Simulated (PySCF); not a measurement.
C4H10B, SMILES CC[B]CC, multiplicity 2.

Geometry optimised at r2SCAN-D4/def2-SVP. The isomer is the one that the SMILES or the coordinates give; other isomers of the formula were not compared. One conformer was computed; it need not be the lowest.

These are TDA-PBE/def2-SVPD (PySCF) values and carry that method's errors.

Vertical excitations. The molecule is in vacuum.

Problem. List the lowest excited states. (An estimate is asked for; the answer gives what the named calculation found.)

Solution. 
```json
[
 {"state": "root 1", "energy (eV)": "1.82", "λ (nm)": "681", "f": "0.006", "main pairs": "α HOMO→LUMO 99 %"},
 {"state": "root 2", "energy (eV)": "3.65", "λ (nm)": "340", "f": "0.010", "main pairs": "α HOMO→LUMO+1 99 %"},
 {"state": "root 3", "energy (eV)": "4.38", "λ (nm)": "283", "f": "0.049", "main pairs": "α HOMO→LUMO+2 96 %"},
 {"state": "root 4", "energy (eV)": "4.60", "λ (nm)": "270", "f": "0.028", "main pairs": "α HOMO→LUMO+3 96 %"},
 {"state": "root 5", "energy (eV)": "5.11", "λ (nm)": "243", "f": "0.019", "main pairs": "α HOMO→LUMO+4 99 %"},
 {"state": "root 6", "energy (eV)": "5.19", "λ (nm)": "239", "f": "0.000", "main pairs": "α HOMO−1→LUMO 83 %, β HOMO→LUMO+1 16 %"},
 {"state": "root 7", "energy (eV)": "5.27", "λ (nm)": "235", "f": "0.026", "main pairs": "α HOMO→LUMO+5 99 %"},
 {"state": "root 8", "energy (eV)": "5.35", "λ (nm)": "232", "f": "0.001", "main pairs": "β HOMO→LUMO 97 %"},
 {"state": "root 9", "energy (eV)": "5.54", "λ (nm)": "224", "f": "0.043", "main pairs": "α HOMO→LUMO+6 99 %"},
 {"state": "root 10", "energy (eV)": "5.70", "λ (nm)": "218", "f": "0.001", "main pairs": "α HOMO→LUMO+7 98 %"}
]
```
Unrestricted roots are not spin-pure.
